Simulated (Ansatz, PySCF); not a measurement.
Species: chloro selenohypochlorite, SeCl₂ (charge 0, singlet). 
Coordinates optimised at B3LYP-D3(BJ)/def2-TZVP (Ansatz, a first-principles code):
```
Se
Cl 1 2.1758
Cl 1 2.1758 2 101.74
```
Charge 0, spin multiplicity 1.

Quantity: vertical ionisation energy (to the doublet state of charge +1; each state is the SCF solution reached for its spin), in eV. Correlated levels leave the core frozen unless marked. UHF or UKS for open shells. No spin-orbit coupling. The frozen core is the preceding noble-gas configuration, with the filled d and f shells of earlier blocks. Non-relativistic. Basis-set limits of correlation are two-point, X^-3; Hartree-Fock from the larger set. [CCSD(T)-MP2]/basis is that difference in the basis named.

```tsv
level	program	vertical ionisation energy (eV)
SVWN5/def2-TZVPD	Ansatz	[?]
PBE/def2-TZVPD	Ansatz	9.06
PBE0/def2-TZVPD	Ansatz	9.34
M06-2X/def2-TZVPD	PySCF	9.54
CAM-B3LYP/def2-TZVPD	Ansatz	9.51
wB97X-V/def2-TZVPD	Ansatz	9.54
RI-MP2/CBS(def2-TZVPPD,def2-QZVPPD)+[CCSD(T)-MP2]/def2-TZVPPD	Ansatz	9.51
```

**Question.** Complete the blanks.

**Answer.** 
- SVWN5/def2-TZVPD, vertical ionisation energy (eV): 9.26
